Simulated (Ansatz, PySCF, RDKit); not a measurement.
Pair of molecules: N2 (SMILES N#N) (first 2 atoms) with CH4O (SMILES CO); geometry from B3LYP-D3(BJ)/def2-TZVP.
(charge 0, multiplicity 1):
```
atom    x (Å)    y (Å)    z (Å)
----  -------  -------  -------
N     -0.3484   0.3628  -0.3261
N      0.3666  -0.3585   0.0709
C      0.2281  -0.4959   3.6436
O     -0.6327   0.4388   3.0066
H      0.9253  -0.0098   4.3348
H      0.8048  -0.9786   2.8562
H     -0.3298  -1.2671   4.1860
H     -1.1589   0.8833   3.6782
```

Interaction energies are E(AB) − E(A) − E(B) at the monomers' geometry in the complex; basis-set methods are counterpoise corrected.

The values were computed with Ansatz (a quantum-chemistry and plane-wave program); PySCF for the dispersion terms; RDKit for the force fields. Values without a source in brackets are computed.

Q: Predict the interaction energy from PBE-D3(BJ)/def2-TZVPPD.

A: -48 meV

Q: Estimate the interaction energy that MMFF94 returns for this input.

A: 2 meV

Q: Predict the interaction energy from PBE0/def2-TZVPPD.

A: -19 meV
